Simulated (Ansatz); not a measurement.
Molecule (SMILES): [GeH3] (GeH3), doublet.
Atoms: Ge1, H2, H3, H4. Bonds: Ge1-H2, Ge1-H3, Ge1-H4.

Basis-set convergence of the highest harmonic wavenumber at HF with Ansatz (an electronic-structure program). Each level at its own minimum, finite differences of forces, unscaled; the reference is a large set that could be run, not a limit. Cartesian d functions, on some or all atoms, in 6-31G, 6-31G*, 6-31G**; all else is spherical. The program fits the integrals of some runs and decomposes those of others, by size. Open shells are unrestricted. No added dispersion term, no relativity. Reference: the value in pcseg-3, 2216 cm⁻¹, itself unsure by roughly 2 cm⁻¹ (its mean distance from cc-pVQZ, aug-pcseg-2, aug-cc-pVTZ).

```csv
basis,functions,highest harmonic wavenumber (cm⁻¹)
STO-3G,21,___
6-31G,35,___
def2-SV(P),38,2236
6-31G*,41,2218
pcseg-1,42,2235
def2-SVP,47,2235
6-31G**,50,2237
6-311G**,62,2221
def2-SVPD,62,___
aug-cc-pVDZ,63,2210
def2-TZVP,66,2222
pcseg-2,85,2214
def2-TZVPP,90,2211
def2-TZVPPD,105,2211
aug-pcseg-2,128,2214
cc-pVQZ,158,2216
def2-QZVP,165,2216
pcseg-3,167,2216
```

Question: Fill in the missing entries.

Answer: 
- STO-3G, highest harmonic wavenumber (cm⁻¹): 2458
- 6-31G, highest harmonic wavenumber (cm⁻¹): 2176
- def2-SVPD, highest harmonic wavenumber (cm⁻¹): 2231
